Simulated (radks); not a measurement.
The numbers below are computed, except where a source is named.
Q: Code: a radial shooting solver on a logarithmic mesh with Libxc functionals. Model: non-relativistic Kohn-Sham, LDA (Slater exchange, Perdew-Wang correlation), spin-polarised, spherical densities, point nucleus; open shells are filled with parallel spins first. Response by self-consistent Sternheimer equations with the Hartree and adiabatic LDA kernel. For heavy and open-shell atoms this level of theory can miss by tens of per cent. Rank Br3+, Ge, Ni+, Ca, Ti, Se (NIST ground configurations) by static dipole polarisability, largest first.

A: Ca 148.6, Ti 97.84, Ge 44.28, Se 27.53, Ni+ 8.931, Br3+ 6.089 bohr^3.
